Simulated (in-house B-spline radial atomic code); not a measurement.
A run on Mo II (Mo+) (an excited or competing configuration) that did not converge. Method: scalar-relativistic (X2C) wB97X, spin-polarised, spherical fractional occupations, Fermi nucleus of rms radius 4.4091 fm; computed with a B-spline radial code for spherical atoms.

Command:
```bash
python run_scf.py task.json out
```
Settings (nuclear radius in fm, mass in u):
```
Z                42
configuration    [Ar] 3d9 4s2 4p6 4d5 5d1
hamiltonian      x2c
method           wb97x
spin_polarised   True
nucleus          fermi
rms_radius       4.4091
atomic_mass      97.9054
speed_of_light   137.035999084
```

First and last ten iterations of the last attempt (damped for 15 steps, keeping 80 % of the old Fock matrix, then DIIS):
```
 iter        energy (Eh)    residual
    1       -4031.504066    4.38e-01
    2       -4035.765301    2.83e-01
    3       -4037.493233    1.99e-01
    4       -4038.369806    1.36e-01
    5       -4038.809306    9.32e-02
    6       -4039.027718    6.53e-02
    7       -4039.135765    4.58e-02
    8       -4039.189300    3.21e-02
    9       -4039.216073    2.34e-02
   10       -4039.229706    1.76e-02
  111       -4039.247190    8.93e-05
  112       -4039.247190    1.29e-05
  113       -4039.247190    3.81e-06
  114       -4039.247190    7.09e-06
  115       -4039.247190    1.32e-04
  116       -4039.247190    3.19e-05
  117       -4039.247190    1.97e-04
  118       -4039.247190    2.52e-04
  119       -4039.247190    7.43e-05
  120       -4039.247190    1.08e-04
 not converged after 120 iterations
```

The smallest residual met was 1.7e-06; the threshold is about 4e-07. Over the last five steps the energy moves by less than 1e-08 hartree, but the orbitals didn't meet the threshold. Time taken, with all properties: 22 s on 1 thread of Arm Neoverse V1, with other jobs on the host.
